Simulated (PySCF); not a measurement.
**Property card for `[BH3-][N+]1=CC=CC=C1C#N`**

Species: C₆H₇BN₂.
Atom-mapped SMILES: `[BH3-:1][n+:2]1[cH:3][cH:4][cH:5][cH:6][c:7]1[C:8]#[N:9]` (hydrogens: H10, H11, H12 on B1; H13 on C3; H14 on C4; H15 on C5; H16 on C6)

Structural features include: nitrile.

PBE0-D3(BJ)/def2-SVP geometry optimisation, gas phase (PySCF):

| Item | Value |
| --- | --- |
| Rotational constants A, B, C | 2.834, 1.546, 1.009 GHz |

CAM-B3LYP/def2-SVPD ground state, ΔSCF and vertical TDDFT (core frozen in the response) (PySCF):

| Property | Result |
| --- | --- |
| Dipole moment | 8.62 D |
| HOMO energy | -9.05 eV |
| LUMO energy | -1.89 eV |
| HOMO–LUMO gap | 7.16 eV |
| Lowest singlet excitation | 4.48 eV (277 nm, f = 0.094) |
| Strongest line among the 10 lowest singlet transitions | S4 at 5.50 eV (225 nm, f = 0.215) |
| Lowest triplet excitation (Tamm–Dancoff) | 3.56 eV |
| Static isotropic polarisability | 100.4 au |
| Vertical ionisation energy | 9.90 eV |
| Vertical electron affinity | 1.27 eV |
| Electronic spatial extent ⟨r²⟩ about the centre of nuclear charge | 1128 bohr² |

**PBE0/pcSseg-1 ground state and GIAO shieldings, non-relativistic (PySCF)**

| Quantity | Value |
| --- | --- |
| Lowest Hirshfeld atomic charge | -0.17 e on N9 |
| Highest Hirshfeld atomic charge | +0.11 e on C7 |
| 13C chemical shifts (computed TMS as zero) by class | 156.8 (C3), 142.5 (C5), 138.5 (C6), 137.2 (C7), 129.9 (C4), 119.4 (C8) ppm |
| 1H chemical shifts (computed TMS as zero) by class | 9.01 (H13), 7.82 (H15), 7.75 (H16), 7.37 (H14), 3.42 (H10/H11/H12) ppm |
| Isotropic shieldings of nuclei other than C and H, by class | 116 (B1), -86 (N9), -36 (N2) ppm |
| Mayer bond orders between heavy atoms | B1–N2 0.59, N2–C3 1.33, C3–C4 1.42, C4–C5 1.39, C5–C6 1.44, C6–C7 1.33, C7–C8 1.01, C8–N9 2.97, C7–N2 1.22 |

B3LYP/pcJ-1 indirect spin-spin coupling, non-relativistic, gas phase; spin–dipole term left out for some pairs (PySCF):

| Property | Result |
| --- | --- |
| Largest of the computed one-bond spin–spin couplings (means over like bonds) | 13C–1H +198.7 (C3–H13), 13C–1H +181.5 (C6–H16), 13C–1H +178.2 (C4–H14), 13C–1H +176.7 (C5–H15), 11B–1H +113.5 (B1–H10 and 2 like it), 15N–11B -5.2 (N2–B1) Hz |

Monoisotopic mass from the formula: 118.0702 u.

With B = h/(8π²I), that is 505.379 GHz u Å² over I, the principal moments of inertia are 178.4, 326.8 and 501.1 u Å² (most abundant isotopes); the inertial defect Ic − Ia − Ib is -4.1 u Å² (zero for a rigid planar frame, negative otherwise). The principal polarisabilities are 61.0, 112.5 and 127.8 au; their mean is the isotropic value. The rotational constants make it an asymmetric top with κ = (2B − A − C)/(A − C) = -0.41, nearer the prolate limit (−1). The polarisability is 14.88 Å³ as a volume (1 au = 0.148185 Å³), or 1.62 au for each of the 62 electrons.

 NMR classes are plain means over equivalent atoms (diastereotopic ones count apart unless rotation or inversion swaps them), as if these changed places fast; in this geometry the members of some classes differ.
